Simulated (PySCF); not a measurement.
# Ne+: excitation energy

Ne+ [He] 2s2 2p5 (2P) → Ne+ [He] 2s1 2p5 3s1 (4P), as a difference of total energies. All numbers are calculated (PySCF 2.14, no relativity, point nucleus, in aug-cc-pVDZ (4s3p2d, 23 functions)). Correlated levels: valence: 1s2 frozen. The calculations carry no spin-orbit coupling.

| method | excitation energy (cm⁻¹) |
| --- | --- |
| UHF | 426900 |
| LDA | 407170 |
| PBE | 407730 |
| PBE0 | 414910 |
| r2SCAN | 418110 |
| revPBE | 407910 |
| BP86 | 408770 |
| B2PLYP | 421010 |
| TPSS | 413390 |
| MP2 (valence) | 423360 |
| SCS-MP2 (valence) | 421870 |

The upper state lies above the first ionisation limit, where it may autoionise and the basis confines it. A Rydberg-like electron needs more diffuse functions than a valence basis has.

The promoted electron is Rydberg-like, and one or two diffuse shells describe it only roughly, which tends to raise the upper state.
